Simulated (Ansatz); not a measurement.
`C[SiH](F)I`, relaxed with RKS PBE0-D4/def2-TZVP in the Gaussian-basis code of Ansatz from a PBE-D4/def2-SVP geometry. The force threshold is 0.005 eV/Å; the program also tests the step.

Charge 0, multiplicity 1. I: def2 effective core potential.

Start:

```xyz
8

C     0.682    0.600   -0.512
Si   -0.382   -0.570    0.479
F    -0.289   -0.179    2.067
I    -2.731   -0.362   -0.228
H     0.635    0.342   -1.589
H     0.335    1.645   -0.387
H     1.738    0.534   -0.177
H     0.012   -2.009    0.347
```

**Question.** By how much does the energy fall, and how many steps does the optimiser take? (Estimate.)

**Answer.** Computed: 5.26 kJ/mol, in 5 steps.

**Question.** Which bonds change most? (Best estimate.)

**Answer.** Ansatz gave: Si2–F3 from 1.638 to 1.596 Å; Si2–I4 from 2.462 to 2.435 Å; C1–Si2 from 1.866 to 1.847 Å; Si2–H8 from 1.498 to 1.479 Å.

**Question.** Give the relaxed structure. (Estimate.)

**Answer.** The calculation gave: 
```xyz
8

C     0.678    0.596   -0.506
Si   -0.380   -0.559    0.472
F    -0.289   -0.179    2.020
I    -2.710   -0.369   -0.209
H     0.636    0.340   -1.567
H     0.339    1.626   -0.384
H     1.716    0.525   -0.169
H     0.010   -1.980    0.344
```
